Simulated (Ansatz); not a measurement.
# A relaxation, step by step

SiNH5BrF, singlet, PBE0-D4/def2-TZVP (Ansatz 0.2.0). Settings:

```yaml
hamiltonian: {xc: pbe0, dispersion: d4}
relax: {f_tol: 0.005, max_steps: 200}
```

Start, a step off a saddle point along its unstable mode:

| atom | x (Å) | y (Å) | z (Å) |
| --- | --- | --- | --- |
| Si1 | -0.3934 | -0.2131 | -0.0089 |
| Br2 | 1.5859 | -2.0439 | 1.1488 |
| H3 | -0.1675 | -1.2716 | -1.0829 |
| H4 | -1.5000 | -0.6603 | 0.8413 |
| N5 | -0.4138 | 1.1508 | -0.9838 |
| H6 | 1.2817 | -0.6554 | 1.5169 |
| F7 | 0.4265 | 0.5297 | 1.1704 |
| H8 | -0.4286 | 1.0847 | -1.9865 |
| H9 | -0.3908 | 2.0791 | -0.6153 |

| step | energy less the last (meV) | largest force component (eV/Å) |
| --- | --- | --- |
| 1 | 1114.8 | 1.604 |
| 4 | 257.7 | 0.713 |
| 7 | 59.0 | 0.307 |
| 10 | 33.2 | 0.026 |
| 13 | 31.7 | 0.115 |
| 16 | 30.1 | 0.085 |
| 19 (rejected trial) | 30.1 | 0.187 |
| 22 | 27.7 | 0.049 |
| 25 | 25.8 | 0.052 |
| 28 | 23.3 | 0.129 |
| 31 | 19.9 | 0.021 |
| 34 | 15.2 | 0.143 |
| 37 | 4.3 | 0.206 |
| 40 | 0.2 | 0.025 |
| 43 | 0.1 | 0.012 |
| 46 | 0.0 | 0.008 |
| 48 | 0.0 | 0.003 |

Step 40, positions (Å) and forces (eV/Å):

```tsv
atom	x	y	z	Fx	Fy	Fz
Si1	-1.060	-0.157	-0.062	-0.014	-0.025	0.013
Br2	2.881	-1.027	0.756	0.007	0.000	0.000
H3	-1.117	-1.401	-0.857	-0.002	0.001	0.000
H4	-2.379	0.445	0.226	0.000	0.004	0.002
N5	-0.099	0.978	-0.866	0.025	0.018	-0.019
H6	1.589	-0.901	1.351	-0.006	0.000	-0.002
F7	-0.469	-0.608	1.376	-0.002	0.001	0.002
H8	0.775	0.716	-1.293	0.002	-0.003	-0.001
H9	-0.120	1.956	-0.632	-0.010	0.003	0.005
```

Step 43, positions (Å) and forces (eV/Å):

| atom | x | y | z | Fx | Fy | Fz |
| --- | --- | --- | --- | --- | --- | --- |
| Si1 | -1.067 | -0.160 | -0.065 | 0.003 | 0.008 | -0.007 |
| Br2 | 2.900 | -0.995 | 0.781 | -0.007 | 0.001 | 0.003 |
| H3 | -1.153 | -1.396 | -0.870 | 0.000 | 0.001 | 0.000 |
| H4 | -2.372 | 0.463 | 0.241 | 0.002 | -0.002 | 0.000 |
| N5 | -0.096 | 0.969 | -0.868 | -0.008 | -0.012 | 0.006 |
| H6 | 1.590 | -0.896 | 1.339 | 0.006 | 0.000 | -0.002 |
| F7 | -0.468 | -0.634 | 1.362 | 0.000 | -0.001 | 0.003 |
| H8 | 0.777 | 0.702 | -1.294 | -0.001 | 0.005 | -0.001 |
| H9 | -0.111 | 1.946 | -0.626 | 0.004 | 0.000 | -0.001 |

Step 46, positions (Å) and forces (eV/Å):

| atom | x | y | z | Fx | Fy | Fz |
| --- | --- | --- | --- | --- | --- | --- |
| Si1 | -1.073 | -0.162 | -0.069 | -0.001 | -0.008 | 0.007 |
| Br2 | 2.917 | -0.966 | 0.812 | -0.006 | 0.001 | 0.002 |
| H3 | -1.187 | -1.387 | -0.887 | 0.002 | 0.002 | 0.001 |
| H4 | -2.365 | 0.476 | 0.261 | 0.002 | 0.000 | 0.000 |
| N5 | -0.095 | 0.962 | -0.870 | 0.002 | 0.008 | 0.000 |
| H6 | 1.592 | -0.889 | 1.337 | 0.006 | 0.000 | -0.002 |
| F7 | -0.464 | -0.660 | 1.346 | -0.003 | 0.003 | -0.008 |
| H8 | 0.766 | 0.690 | -1.316 | -0.004 | -0.001 | 0.002 |
| H9 | -0.091 | 1.936 | -0.615 | 0.002 | -0.004 | -0.002 |

Last step (48):

```xyz
9
angstrom
Si -1.0756 -0.1622 -0.0701
Br 2.9224 -0.9558 0.8209
H -1.1965 -1.3835 -0.8926
H -2.3633 0.4798 0.2670
N -0.0952 0.9598 -0.8702
H 1.5930 -0.8860 1.3362
F -0.4640 -0.6685 1.3412
H 0.7620 0.6841 -1.3219
H -0.0828 1.9322 -0.6104
```

Hardware: 4 CPU threads of an Arm Neoverse V1, shared host. Wall time about 2.2 min.
